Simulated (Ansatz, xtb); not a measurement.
Relative energy of two isomers of C5H8BrCl

We compare X, `C=C(C)[C@H](Cl)CBr`, a singlet, with Y, `CC/C(Cl)=C/CBr`, a singlet. Both are isolated molecules in the gas phase, relaxed with r2SCAN-D4/def2-SVP; the shapes shown needn't be the lowest conformers.

X (Å):

```xyz
15

C     0.8670    0.5450    2.5701
C     0.5270    0.7838    1.2942
C     1.5257    1.0520    0.2083
C    -0.9269    0.7967    0.9127
C    -1.3909    1.9848    0.0912
Br   -1.1536    3.6515    1.0944
Cl   -1.2919   -0.6674   -0.1479
H     0.1085    0.3631    3.3376
H     1.9151    0.5309    2.8841
H     1.4518    2.0946   -0.1466
H     1.3460    0.3929   -0.6570
H     2.5519    0.8906    0.5657
H    -1.5611    0.6719    1.8018
H    -0.8174    2.0865   -0.8392
H    -2.4595    1.9063   -0.1436
```

Y (Å):

```xyz
15

C     2.3338   -1.0085    0.0333
C     2.1263    0.4602    0.4100
C     0.9957    1.1112   -0.3243
C    -0.1455    1.5569    0.2329
C    -1.2813    2.1747   -0.4784
Br   -2.7940    0.8898   -0.6470
Cl    1.2509    1.2369   -2.0558
H     3.1738   -1.4362    0.6011
H     1.4317   -1.6009    0.2512
H     2.5576   -1.1113   -1.0389
H     1.9194    0.5531    1.4890
H     3.0521    1.0291    0.2090
H    -0.2436    1.4202    1.3160
H    -1.0313    2.4653   -1.5050
H    -1.7122    3.0225    0.0690
```

Quicker runs give these differences E(Y) − E(X): GFN2-xTB −4.23 kcal/mol; HF/STO-3G −3.11 kcal/mol (at GFN2-xTB geometries); r2SCAN-D4/def2-SVP//GFN2-xTB −2.18 kcal/mol.

Problem. Estimate E(Y) − E(X) at the level CCSD(T)/def2-SVP + ΔMP2/def2-TZVPP.

Solution. Too close to call at this level: CCSD(T)/def2-SVP + ΔMP2/def2-TZVPP gives E(Y) − E(X) = +0.37 kcal/mol.

The same difference at several levels:

| level | geometry | E(Y) − E(X) (kcal/mol) | departure from the last row (kcal/mol) | job, with rough time for the two |
| --- | --- | --- | --- | --- |
| GFN2-xTB | GFN2-xTB | −4.23 | −4.59 | optimisation, 0.24 s |
| HF/STO-3G | GFN2-xTB | −3.11 | −3.47 | single point, 0.62 s |
| r2SCAN-D4/def2-SVP//GFN2-xTB | GFN2-xTB | −2.18 | −2.54 | single point, 5.5 s |
| r2SCAN-D4/def2-SVP | r2SCAN-D4/def2-SVP | −2.09 | −2.46 | optimisation, 79 s |
| HF/def2-SVP | r2SCAN-D4/def2-SVP | −1.10 | −1.47 | part of the CCSD(T) run |
| MP2/def2-SVP | r2SCAN-D4/def2-SVP | −0.97 | −1.34 | part of the CCSD(T) run |
| CCSD(T)/def2-SVP | r2SCAN-D4/def2-SVP | −0.59 | −0.96 | single point |
| CCSD(T)/def2-SVP + ΔMP2/def2-TZVPP | r2SCAN-D4/def2-SVP | +0.37 |  | single point, 2.8 min |

As drawn, both hold the same kinds of bond in the same numbers.

The largest departure from CCSD(T)/def2-SVP + ΔMP2/def2-TZVPP is that of GFN2-xTB, 4.59 kcal/mol. The last row adds to CCSD(T) the change of the MP2 difference between the two basis sets, here +0.96 kcal/mol.

With thermal terms from frequencies at re-optimised GFN2-xTB minima (ideal gas, soft modes damped towards free rotors, one conformer each, 298.15 K, 1 atm): the zero-point term adds +0.35 kcal/mol; ΔH is +0.78 and ΔG +0.49 kcal/mol.

The correlated steps freeze 19 core orbitals; the filled d shell of Br is correlated, in a basis made for valence electrons. Mirror images aren't counted in ΔG. Codes used: Ansatz 0.2.0, xtb 6.7.1; the last row on 4 threads of Arm Neoverse V1 on a shared host.
